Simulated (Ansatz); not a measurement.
Stepwise reaction of `[OH][Al]([OH])[Cl]` with hydrogen, as a gas-phase model of exchange steps in deposition or etching. ΔE in kJ/mol; ΔG adds harmonic PBE0-D4 terms to CCSD(T)/CBS, at 1 bar.

Computed with Ansatz on PBE0-D4/def2-TZVP structures; ΔE is electronic, products minus reactants. CCSD(T)/CBS is the MP2 limit (def2-TZVPP, def2-QZVPP) plus CCSD(T) − MP2 in def2-TZVPP, frozen cores. This one scheme is used for every species. DFT in def2-TZVPP. B3LYP here is the variant with VWN-RPA as its local correlation; programs differ in this. One conformer a species, not always the lowest.

```csv
step,reaction,PBE-D4,B3LYP-D4,ωB97M-V,CCSD(T)/CBS,ΔG(500 K)
1,`[OH][Al]([OH])[Cl]` + H₂ → `[OH][AlH][Cl]` + H₂O,104.7,111.2,108.7,109.1,102.2
2,`[OH][AlH][Cl]` + H₂ → `[AlH2][Cl]` + H₂O,121.2,126.4,124.7,123.5,121.4
```

(1) By hand: ΔE of the 2 steps together at CCSD(T)/CBS.

Answers

(1) (109.1) + (123.5) = 232.6 kJ/mol, or 116.3 kJ/mol a step.

In ΔE each step is higher than the one before. All are uphill at CCSD(T)/CBS. ΔG lies between 102.2 and 121.4 kJ/mol a step. PBE-D4 differs from CCSD(T)/CBS by -4.4 to -2.3 kJ/mol a step. Isolated molecules leave out the surface, adducts and barriers. Largest T1 diagnostic: 0.011.
